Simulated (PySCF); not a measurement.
F2H5NSi2, SMILES F[SiH]([SiH2]N)F.

Geometry: PBE-D3(BJ)/def2-SVP. This is a generated structure with no PubChem entry under its InChIKey; it may be hypothetical. One conformer was computed; it need not be the lowest.

Two levels are set side by side: PBE/def2-TZVP (PySCF) and PBE0/def2-TZVP (PySCF). Same geometry, gas phase. Differences are taken from unrounded values.

| quantity | PBE0 |
|---|---|
| orbital gap (eV) | 6.64 |
| highest occupied level (eV) | -7.43 |
| lowest empty level (eV) | -0.79 |
| dipole moment (D) | 1.09 |
| mean polarisability (bohr³) | 60.3 |

Question: What does PBE give, and how far is it from PBE0? (An estimate is asked for; the answer gives what the named calculation found.)

Answer: 
| quantity | PBE | PBE minus PBE0 |
|---|---|---|
| orbital gap (eV) | 4.51 | -2.13 |
| highest occupied level (eV) | -6.12 | 1.31 |
| lowest empty level (eV) | -1.61 | -0.82 |
| dipole moment (D) | 1.07 | -0.02 |
| mean polarisability (bohr³) | 63.3 | 3.0 |

Without exact exchange PBE keeps part of each electron's self-repulsion, which lifts occupied levels and narrows the gap. Loosely held outer electrons make PBE densities more polarisable. Differences between two approximate levels are no errors against the true value.

Rough cost on one machine, each run with all the roots and properties that it gave: PBE0 against PBE within a factor of 2.
